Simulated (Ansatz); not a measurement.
Cost against result

The pair of Cl⁻ (SMILES [Cl-], atom 1) and CH3F (SMILES CF, atoms 2–6), both closed shells, in one local arrangement (a lower one may exist), relaxed at PBE0-D4/def2-TZVPD:

```
6
angstrom
Cl 0.2203 0.1515 -2.7176
C -0.0387 -0.0265 0.4776
F -0.1525 -0.1075 1.8786
H 0.9891 0.2145 0.2144
H -0.7037 0.7513 0.1080
H -0.3145 -0.9832 0.0391
```

Interaction energies are counterpoise-corrected; the time is that of the whole pair.

Ansatz 0.2.0; basis: as named in each row; cores frozen in the correlated methods. B3LYP uses VWN-RPA correlation. Extrapolation: Hartree–Fock as exp(−7.88 √X), correlation as X^−2.97.

Times are rough, for one single point on 2 threads of a shared host (Intel Xeon Platinum 8488C).

The estimate by CCSD(T) at an estimated basis limit (MP2 extrapolated from triple and quadruple zeta, plus CCSD(T) − MP2 in triple zeta) is -9.73 kcal/mol.

| method | basis | time (s) | interaction energy (kcal/mol) | method less estimate |
| --- | --- | --- | --- | --- |
| HF | STO-3G | under 1 | -2.01 | 7.72 |
| PBE-D4 | STO-3G | under 1 | -2.55 | 7.18 |
| SPW92 | def2-SVP | under 1 | -11.28 | -1.56 |
| B3LYP-D4 | 6-31G | under 1 | -10.10 | -0.37 |
| PBE-D4 | def2-SVP | under 1 | -9.31 | 0.41 |
| PBE0-D4 | def2-SVP | under 1 | -9.65 | 0.08 |
| CCSD(T) | def2-SVP | under 1 | -7.62 | 2.11 |
| PBE-D4 | def2-TZVPPD | 1 | -9.55 | 0.17 |
| revPBE-D4 | def2-TZVPPD | 1 | -9.33 | 0.40 |
| BLYP-D4 | def2-TZVPPD | 1 | -9.11 | 0.62 |
| PBE0-D4 | def2-TZVPPD | 1 | -9.65 | 0.07 |
| wB97M-V | def2-SVP | 2 | -8.80 | 0.93 |
| B3LYP-D4 | def2-TZVPPD | 2 | -9.45 | 0.28 |
| HSE06-D4 | def2-TZVPPD | 2 | -9.63 | 0.09 |
| r2SCAN-D4 | def2-TZVPPD | 2 | -9.61 | 0.11 |
| B2PLYP | def2-TZVPPD | 3 | -8.60 | 1.13 |
| B97M-V | def2-TZVPPD | 4 | -9.49 | 0.23 |
| wB97M-V | def2-TZVPPD | 4 | -9.60 | 0.13 |
| wB97X-V | def2-TZVPPD | 4 | -9.56 | 0.17 |
| MP2 | def2-QZVPPD | 8 | -9.51 | 0.22 |
| CCSD(T) | def2-TZVPPD | 23 | -9.09 | 0.64 |

The T1 diagnostic stays at or below 0.011.
